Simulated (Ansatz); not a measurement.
**How methods differ on CH3AlF2O (SMILES C[O][Al]([F])[F])**

CH3AlF2O has 8 atoms, charge 0, and is taken as a singlet. SMILES: `C[O][Al]([F])[F]`. The shape was relaxed beforehand at PBE0/def2-SVP.

```xyz
8

C    -0.2460    0.9100    0.8949
O    -0.4020   -0.2801    0.1933
Al    0.2477   -1.1661   -1.0614
F    -0.4234   -2.6185   -1.4572
F     1.5492   -0.6485   -1.9366
H     0.5970    1.5199    0.5233
H    -0.0683    0.7051    1.9646
H    -1.1619    1.5213    0.8231
```

Each level gives the dissociation energy of the F5–Al3 bond into doublet F and doublet CH3AlFO (shapes relaxed at PBE0/def2-SVP, no zero-point term) (eV). The values are calculated.

```
           level                    kind  program  value (eV)  less CCSD(T)/def2-SVP  CPU time (all runs)
     HF/def2-SVP            Hartree–Fock   Ansatz        5.11                  -1.38               0.91 s
    PBE/def2-SVP                     GGA   Ansatz        6.67                  +0.18                2.1 s
 r2SCAN/def2-SVP                meta-GGA   Ansatz        6.61                  +0.12                  4 s
  B3LYP/def2-SVP           global hybrid   Ansatz        6.60                  +0.11                2.6 s
wB97M-V/def2-SVP  range-separated hybrid   Ansatz        6.85                  +0.36                 11 s
    MP2/def2-SVP     perturbation theory   Ansatz        6.77                  +0.28                  1 s
CCSD(T)/def2-SVP   coupled cluster or CI   Ansatz        6.49                   0.00                 10 s
```

CCSD(T)/def2-SVP is the highest level here, not the true value. The values span 5.11 to 6.85 eV. Hartree–Fock misses the correlation of the electron pair that is broken and comes out low. Measured bond enthalpies also hold zero-point and thermal terms, a few tenths of an eV less. CPU times are rough (shared hosts, several kinds of processor): they show what a rung costs within a factor of a few.
